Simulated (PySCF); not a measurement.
AlOBr, SMILES [O]=[Al][Br].

Geometry: r2SCAN-D4/def2-TZVP.

These are TDDFT-CAM-B3LYP/def2-SVPD (PySCF) values and carry that method's errors.

Vertical excitations; the highest root listed may be one member of a degenerate set. Gas-phase values at a fixed geometry. State labels are in the subgroup C2v.

Computed UV-visible absorptions:
```json
[
 {"state": "S1", "symmetry": "B2", "energy (eV)": "3.66", "λ (nm)": "339", "f": "0.022", "main pairs": "HOMO→LUMO (degenerate set)"},
 {"state": "S2", "symmetry": "B1", "energy (eV)": "3.66", "λ (nm)": "339", "f": "0.022", "main pairs": "HOMO−1→LUMO (degenerate set)"},
 {"state": "S3", "symmetry": "A1", "energy (eV)": "5.04", "λ (nm)": "246", "f": "0.053", "main pairs": "HOMO−2→LUMO 76 %"},
 {"state": "S4", "symmetry": "A2", "energy (eV)": "5.43", "λ (nm)": "228", "f": "0.000", "main pairs": "HOMO→LUMO+1 49 %, HOMO−1→LUMO+2 49 %"},
 {"state": "S5", "symmetry": "A2", "energy (eV)": "5.59", "λ (nm)": "222", "f": "0.000", "main pairs": "HOMO−1→LUMO+2, HOMO→LUMO+1 (degenerate set)"},
 {"state": "S6", "symmetry": "A1", "energy (eV)": "5.59", "λ (nm)": "222", "f": "0.000", "main pairs": "HOMO−1→LUMO+1, HOMO→LUMO+2 (degenerate set)"},
 {"state": "S7", "symmetry": "B2", "energy (eV)": "6.11", "λ (nm)": "203", "f": "0.034", "main pairs": "HOMO−3→LUMO (degenerate set)"},
 {"state": "S8", "symmetry": "B1", "energy (eV)": "6.11", "λ (nm)": "203", "f": "0.034", "main pairs": "HOMO−4→LUMO (degenerate set)"},
 {"state": "S9", "symmetry": "B2", "energy (eV)": "6.76", "λ (nm)": "183", "f": "0.021", "main pairs": "HOMO−2→LUMO+2 (degenerate set)"},
 {"state": "S10", "symmetry": "B1", "energy (eV)": "6.76", "λ (nm)": "183", "f": "0.021", "main pairs": "HOMO−2→LUMO+1 (degenerate set)"},
 {"state": "T1", "symmetry": "B2", "energy (eV)": "3.14", "λ (nm)": "395", "f": "0", "main pairs": "HOMO→LUMO (degenerate set)"},
 {"state": "T2", "symmetry": "B1", "energy (eV)": "3.14", "λ (nm)": "395", "f": "0", "main pairs": "HOMO−1→LUMO (degenerate set)"},
 {"state": "T3", "symmetry": "A1", "energy (eV)": "4.02", "λ (nm)": "308", "f": "0", "main pairs": "HOMO−2→LUMO 86 %"},
 {"state": "T4", "symmetry": "A1", "energy (eV)": "4.92", "λ (nm)": "252", "f": "0", "main pairs": "HOMO→LUMO+2 43 %, HOMO−1→LUMO+1 43 %, HOMO−2→LUMO 9 %"}
]
```
Triplets are in the Tamm–Dancoff approximation, which puts them higher than full response would, so one can lie above its singlet here.
